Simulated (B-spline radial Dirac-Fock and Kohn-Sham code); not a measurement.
Form factor and incoherent scattering function of Lu⁶²⁺

System: Lu⁶²⁺, 1s2 2s2 2p5.

Input file task.json (cfg lists n, l and occupation; rrms is the nuclear radius in fm):

```json
{"items": [{
  "Z": 71,
  "q": 62,
  "cfg": [[1, 0, 2], [2, 0, 2], [2, 1, 5]],
  "A": 175,
  "rrms": 5.37,
  "do": ["scatter"],
  "s": [0.0, 0.04, 0.05, 0.06, 0.08, 0.1, 0.12, 0.15, 0.18, 0.22, 0.27, 0.34, 0.42, 0.51, 0.64, 0.78, 0.97, 1.2, 1.48, 1.82, 2.25, 2.78, 3.43],
  "pz": [0, 0.1, 0.2, 0.3, 0.4, 0.5, 0.6, 0.8, 1.0, 1.2, 1.4, 1.6, 1.8, 2.0, 2.5, 3.0, 4.0, 5.0, 7.0, 10.0, 15.0, 20.0, 30.0, 40.0, 60.0, 100.0],
  "hv_scatter": [1000, 2000, 8047.8, 20000, 50000, 100000, 200000, 500000]
}]}
```

Command: `python xray_run.py task.json out`

Model: Dirac-Fock densities. Program: an atomic code on a B-spline grid. f₀ is the Fourier transform of the spherical electron density, S the Waller-Hartree incoherent function, and s = sin θ/λ.

```
s (Å⁻¹)     f₀      S
      0  9.000  0.000
   0.04  8.999  0.001
   0.05  8.999  0.001
   0.06  8.999  0.001
   0.08  8.998  0.003
    0.1  8.997  0.004
   0.12  8.995  0.006
   0.15  8.992  0.009
   0.18  8.989  0.013
   0.22  8.983  0.020
   0.27  8.975  0.030
   0.34  8.961  0.048
   0.42  8.940  0.073
   0.51  8.912  0.107
   0.64  8.861  0.168
   0.78  8.795  0.247
   0.97  8.686  0.378
    1.2  8.526  0.568
   1.48  8.293  0.843
   1.82  7.960  1.228
   2.25  7.479  1.774
   2.78  6.823  2.494
   3.43  5.979  3.380
```

f₀ starts at the number of electrons, 9. The sum of ⟨r²⟩ over the electrons is 0.04638 bohr².

Values without a named source are computed, but for edge energies of neutral atoms, which are taken from tables.
